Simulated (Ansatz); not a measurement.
`C[O][SnH3]`. Charge 0, multiplicity 1. Sn takes the def2 core potential.

```json
{"atom": "C1", "x (Å)": "1.252", "y (Å)": "-0.696", "z (Å)": "-0.269"}
{"atom": "O2", "x (Å)": "0.041", "y (Å)": "-0.326", "z (Å)": "-0.872"}
{"atom": "Sn3", "x (Å)": "-1.283", "y (Å)": "0.680", "z (Å)": "0.181"}
{"atom": "H4", "x (Å)": "1.850", "y (Å)": "-1.242", "z (Å)": "-1.004"}
{"atom": "H5", "x (Å)": "1.108", "y (Å)": "-1.356", "z (Å)": "0.599"}
{"atom": "H6", "x (Å)": "1.842", "y (Å)": "0.172", "z (Å)": "0.061"}
{"atom": "H7", "x (Å)": "-1.701", "y (Å)": "-0.283", "z (Å)": "1.530"}
{"atom": "H8", "x (Å)": "-2.569", "y (Å)": "0.915", "z (Å)": "-0.902"}
{"atom": "H9", "x (Å)": "-0.540", "y (Å)": "2.137", "z (Å)": "0.677"}
```

List the harmonic frequencies (cm⁻¹, unscaled) at PBE0-D4/def2-TZVP in Ansatz. (Best estimate.)

Ansatz gave: 84, 127, 193, 499, 501, 569, 690, 697, 712, 1124, 1176, 1196, 1476, 1492, 1494, 1938, 1939, 1985, 2973, 3021, 3080.

Is this a minimum?

Yes, all 21 modes are real.

Give the ideal-gas thermochemistry at 298.15 K and 1 bar (rigid rotor, harmonic oscillator; point group Cs, symmetry number 1).

Zero-point energy 161.3 kJ/mol; H(298) − E = 179.3 kJ/mol; entropy 324.5 J/(mol·K), of which translation 171.6, rotation 103.1, vibration 49.8; G(298) − E = 82.5 kJ/mol. Modes under 100 cm⁻¹ are hindered rotations or soft bends, so the harmonic entropy is rough.
